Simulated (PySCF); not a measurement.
Dipole moment and polarisability of `F[C@@]12CC=C[C@@H]1C2`

C₆H₇F.
Geometry (GFN2-xTB, Å), atoms numbered from 1 in this order:
```
atom  x, y, z in Å
F1    -1.142    0.297    1.991
C2    -0.574    0.253    0.750
C3     0.775    0.927    0.605
C4     1.477    0.050   -0.394
C5     0.755   -1.006   -0.746
C6    -0.572   -1.000   -0.088
C7    -1.463    0.175   -0.443
H8     0.687    1.958    0.257
H9     1.301    0.940    1.563
H10    2.464    0.292   -0.747
H11    1.056   -1.789   -1.419
H12   -1.030   -1.927    0.219
H13   -2.520    0.057   -0.261
H14   -1.216    0.774   -1.308
```

Level: CAM-B3LYP/def2-SVPD (PySCF), static field, nuclei fixed, core orbitals frozen in the response. The polarisability tensor in these axes (au):

```
x   68.62  3.78 -0.47
y    3.78 63.38  5.85
z   -0.47  5.85 58.64
```

**Question.** What are the eigenvalues, a third of the trace, and Δα (Δα² = ½Σ(αi − αj)² over the three pairs)?

**Answer.** Principal values 54.24, 65.25 and 71.15 au; mean 63.55 au = 9.42 Å³ = 10.48 × 10⁻⁴⁰ C²·m²/J; Δα = 14.87 au (23 % of the mean).

**Question.** What is the dipole moment, and where does it point?

**Answer.** (0.68, -0.08, -1.54) D, 1.69 D in size, pointing from the negative to the positive side. Measured along this direction, the outermost atoms are F1 at the negative end and H11 at the positive end.

**Question.** How large is μ²/3kT at 500 K beside α?

**Answer.** In Gaussian units μ²/3kT = 13.78 Å³ against 9.42 Å³, a ratio of 1.46; the Debye molar polarisation (4π/3)N_A(α + μ²/3kT) is 58.5 cm³/mol, leaving out the vibrational part.

**Question.** What depolarisation ratio follows for Rayleigh scattering of linearly polarised light, taking the static tensor?

**Answer.** ρ = 3Δα²/(45ᾱ² + 4Δα²) = 663.2/(181729 + 884.3) = 0.00363.

**Question.** Molar refractivity from α?

**Answer.** Lorentz–Lorenz: R = (4π/3)N_A α = 2.5225 cm³/(mol·Å³) × 9.42 Å³ = 23.8 cm³/mol, in the limit of long wavelengths.

Isolated species at its GFN2-xTB geometry, gas phase.
